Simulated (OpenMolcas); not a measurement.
## Zn: effect of the level shift or regulariser

| Quantity | Value |
| --- | --- |
| Program | OpenMolcas |
| Basis | ANO-RCC-VQZP [7s6p4d3f2g1h] |
| Scalar Hamiltonian | DKH2, point nucleus |
| Active space | 2 electrons in 8 orbitals (4s 4p 5s 5p) |
| State averaging | 2S+1 = 3 even, 3 roots; 2S+1 = 1 even, 1 root; 2S+1 = 3 odd, 3 roots; 2S+1 = 1 odd, 3 roots |
| Spin-orbit coupling | state interaction with AMFI integrals over the reference wave functions, term energies averaged over their components |

Methods on the same reference wave functions:
A. CASSCF
B. SS-CASPT2, IPEA 0.25 Eh, imaginary shift 0.1 Eh (closed shells correlated: 3d)
C. SS-CASPT2, IPEA 0.25 Eh, sigma2 regulariser 0.3 Eh (closed shells correlated: 3d)

Energies in cm⁻¹ above 4s² ¹S₀, the measured ground level; measured values from NIST Handbook of Basic Atomic Spectroscopic Data.

```
     Level      A      B      C  Measured
   4s² ¹S₀    0.0    0.0    0.0       0.0
4s 4p ³P°₀  29248  31849  31849     32311
4s 4p ³P°₁  29404  32005  32005     32501
4s 4p ³P°₂  29719  32320  32320     32890
4s 4p ¹P°₁  49123  48411  48410     46745
```

Deviations, from unrounded energies. A percentage is the sum of absolute deviations over the sum of measured energies, with the sign that they share, or ± where signs differ.

| Against measurement | Levels | A | B | C |
| --- | --- | --- | --- | --- |
| mean absolute deviation (cm-1) | 4 | 2900 | 800 | 800 |
| other configurations (%) | 4 | ±8.1 | ±2.2 | ±2.2 |

B, C lie about equally close to measurement and A furthest from it. The largest miss of C in the table is 4s 4p ¹P°₁, by +1700 cm-1. The ranking rests on the paired levels alone, and a cruder setting can come out closer through cancelling errors.

Between B and C no level of the table moves by more than 5 cm-1.

The lowest spin-free term lies below A's lowest term by 0.531 hartree in B, 0.531 hartree in C.

Active for correlation alone: 5p 5s; no level in the range computed is led by a configuration that fills them, so any true level of that kind is missing. Without dynamic correlation excited terms often stand tens of per cent too high (terms of higher spin than the ground term too low), and those without a measured partner can miss by more than the paired ones (holds for A). Computed and measured levels are paired by configuration, term and J; levels that our copy of the source lacks, or whose pairing is in doubt (as where it misses far off the trend of its configuration), stay unpaired and out of the deviations. Levels of configurations outside the active space are missing. Levels that lie high or do not pair safely by name in every column are left out.

° marks odd parity.
